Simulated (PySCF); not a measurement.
Geometries of 2 isomers of C5H7F3, from PBE0-D3(BJ)/def2-SVP geometry optimisation, gas phase (PySCF 2.14.0). One conformer each, no zero-point energy, no frequencies.

**Question.** Which isomer lies lower at this level?
A.
```xyz
15
angstrom
C      2.217   -0.440   -0.185
C      0.957   -0.319   -0.596
C     -0.178    0.043    0.314
F      0.242    0.040    1.629
C     -1.307   -0.982    0.241
F     -1.785   -1.034   -1.043
C     -0.680    1.437   -0.019
F     -1.810    1.729    0.695
H      2.482   -0.278    0.863
H      3.016   -0.711   -0.879
H      0.678   -0.492   -1.641
H     -2.116   -0.677    0.922
H     -0.922   -1.971    0.533
H     -0.907    1.503   -1.095
H      0.109    2.164    0.235
```
B.
```xyz
15
angstrom
F     -1.927   -1.566    0.627
C     -1.656   -1.083   -0.620
C     -0.169   -0.816   -0.762
F      0.005   -0.236   -1.984
F      0.489   -2.003   -0.799
C      0.411    0.043    0.320
C      1.679    0.795    0.066
C      0.383    1.536    0.186
H     -2.206   -0.142   -0.780
H     -1.957   -1.823   -1.380
H      0.250   -0.385    1.312
H      2.403    0.858    0.881
H      2.119    0.711   -0.931
H      0.188    2.121    1.087
H     -0.039    1.952   -0.733
```

**Answer.** B. That is `FCC(F)(F)C1CC1`, 10.7 kcal/mol below the other.

```tsv
SMILES	atoms numbered as above	E (Eh)	relative (kcal/mol)	relative (kJ/mol)	dipole (D)
FCC(F)(F)C1CC1	[F:1][CH2:2][C:3]([F:4])([F:5])[CH:6]1[CH2:7][CH2:8]1	-493.37165	0.0	0.0	1.63
C=CC(F)(CF)CF	[CH2:1]=[CH:2][C:3]([F:4])([CH2:5][F:6])[CH2:7][F:8]	-493.35455	10.7	44.9	1.74
```

As drawn, the lower has a three-membered ring and two fluorines on one carbon, which the higher lacks; the higher has a C=C bond outside aromatic rings, which the lower lacks.
